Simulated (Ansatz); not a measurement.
Geometry optimisation, RHF/def2-SVP (Ansatz).

Input file:

```yaml
crystal:
  periodic: [false, false, false]
  atoms:
    - { symbol: Sn, position_ang: [0.178618, 0.00281, -0.070424] }
    - { symbol: Cl, position_ang: [0.954227, -0.145194, 2.181126] }
    - { symbol: H, position_ang: [1.877921, 0.030052, -0.266748] }
    - { symbol: H, position_ang: [-0.662847, 1.463149, -0.314367] }
    - { symbol: C, position_ang: [-0.932989, -1.73731, -0.655424] }
    - { symbol: H, position_ang: [-1.436071, -2.158779, 0.21742] }
    - { symbol: H, position_ang: [-1.683071, -1.474984, -1.403116] }
    - { symbol: H, position_ang: [-0.258088, -2.485243, -1.074967] }
basis:
  gaussian: { orbitals: def2-SVP }
hamiltonian:
  xc: hf
relax:
  f_tol: 0.03
  max_steps: 50
```

Run as:

```bash
$ ansatz run input.yaml --threads 1 --pin off --max-ram 2048MiB --backend cpu --events-out ev --progress --plain --runs-dir out
```

**Question.** Where does it end, and by what steps?

**Answer.** The run converged. The force dipped under the threshold on the way, but the program's further checks kept it going. After 15 steps the energy has fallen by 0.539 eV; H3 moved furthest, 0.61 Å.

```json
{"step": "0", "energy less start (eV)": "0.0000", "largest force component (eV/Å)": "1.371", "accepted": "yes"}
{"step": "1", "energy less start (eV)": "-0.3679", "largest force component (eV/Å)": "0.606", "accepted": "yes"}
{"step": "2", "energy less start (eV)": "-0.5015", "largest force component (eV/Å)": "0.369", "accepted": "yes"}
{"step": "3", "energy less start (eV)": "-0.5232", "largest force component (eV/Å)": "0.203", "accepted": "yes"}
{"step": "4", "energy less start (eV)": "-0.5277", "largest force component (eV/Å)": "0.106", "accepted": "yes"}
{"step": "5", "energy less start (eV)": "-0.5292", "largest force component (eV/Å)": "0.030", "accepted": "yes"}
{"step": "6", "energy less start (eV)": "-0.5299", "largest force component (eV/Å)": "0.025", "accepted": "yes"}
{"step": "7", "energy less start (eV)": "-0.5311", "largest force component (eV/Å)": "0.049", "accepted": "yes"}
{"step": "8", "energy less start (eV)": "-0.5316", "largest force component (eV/Å)": "0.141", "accepted": "yes"}
{"step": "9", "energy less start (eV)": "-0.5333", "largest force component (eV/Å)": "0.083", "accepted": "yes"}
{"step": "10", "energy less start (eV)": "-0.5358", "largest force component (eV/Å)": "0.015", "accepted": "yes"}
{"step": "11", "energy less start (eV)": "-0.5187", "largest force component (eV/Å)": "0.631", "accepted": "no"}
{"step": "12", "energy less start (eV)": "-0.5367", "largest force component (eV/Å)": "0.132", "accepted": "yes"}
{"step": "13", "energy less start (eV)": "-0.5364", "largest force component (eV/Å)": "0.088", "accepted": "no"}
{"step": "14", "energy less start (eV)": "-0.5380", "largest force component (eV/Å)": "0.048", "accepted": "yes"}
{"step": "15", "energy less start (eV)": "-0.5386", "largest force component (eV/Å)": "0.004", "accepted": "yes"}
```

```xyz
8
Properties=species:S:1:pos:R:3
Sn 0.252 0.000 -0.008
Cl 0.840 -0.336 2.266
H 1.727 0.160 -0.847
H -0.651 1.445 -0.042
C -0.884 -1.720 -0.611
H -1.684 -1.902 0.106
H -1.322 -1.555 -1.597
H -0.240 -2.598 -0.652
```

Run time: 23 s on 1 thread of INTEL(R) XEON(R) PLATINUM 8581C CPU @ 2.30GHz (Emerald Rapids), on a shared host, peak memory 0.18 GiB.
